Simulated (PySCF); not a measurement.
Gas-phase reaction: 3 CuH + 3 HCl ⇌ Cu3Cl3 + 6 H

Computed with PySCF and rigid-rotor harmonic-oscillator thermochemistry at 1 bar. † marks an energy on the PBE0/def2-TZVP geometry and frequencies; other levels use their own. Open shells (unrestricted): H (multiplicity 2); the rest are closed-shell singlets. Cu: all electrons, no relativistic terms.

M06-2X/def2-TZVP† gives ΔH°(298 K) = 393 kJ.

### Question
What do PBE0/def2-TZVP, PBE/def2-SVP, PBE0/def2-QZVP† give?

### Answer
PBE0/def2-TZVP: 420 kJ; PBE/def2-SVP: 310 kJ; PBE0/def2-QZVP†: 431 kJ. For scale, ΔH°(298 K) is 393 kJ at this level, 446 kJ at ωB97M-V/def2-TZVP†, and runs from -95 to 1173 kJ over the 19 levels computed.
